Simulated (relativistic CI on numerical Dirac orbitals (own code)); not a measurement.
Mo⁵⁺: M2,3 absorption edge

Computed with this model: Dirac-Coulomb-Breit CI, separate exchange-only KLI orbitals for each configuration, model QED (radiative potential, 1s self-energy scaled to tabulated hydrogen-like ionisation energies), valence Slater integrals scaled by 0.8, multiplet model of core-to-valence dipole absorption; configurations [Kr] 4d → [Ne] 3s2 3p5 3d10 4s2 4p6 4d2; 300 K; Lorentzian 3 eV and Gaussian 0.4 eV FWHM. Energies are those of the free ion, without screening or charge transfer. The branching ratio is the share of the lower-energy edge in the whole absorption, uncertain by about 0.02 where the edges overlap. S is read from ⟨S²⟩ = S(S + 1).

Field parameters in Wybourne normalisation: Oh B⁴₀ = 21Dq, B⁴₄ = √(5/14) B⁴₀. The field is a parameter set, without covalency.

Peaks in eV (height, largest 100): 405.5 (100), 422.5 (31).

Task: Which surroundings give this spectrum?
A. Oh, 10Dq = 40650 cm⁻¹
B. free ion
C. Oh, 10Dq = 19250 cm⁻¹
D. Oh, 10Dq = 29950 cm⁻¹

Result: B. free ion, where the ground state has S = 0.50.
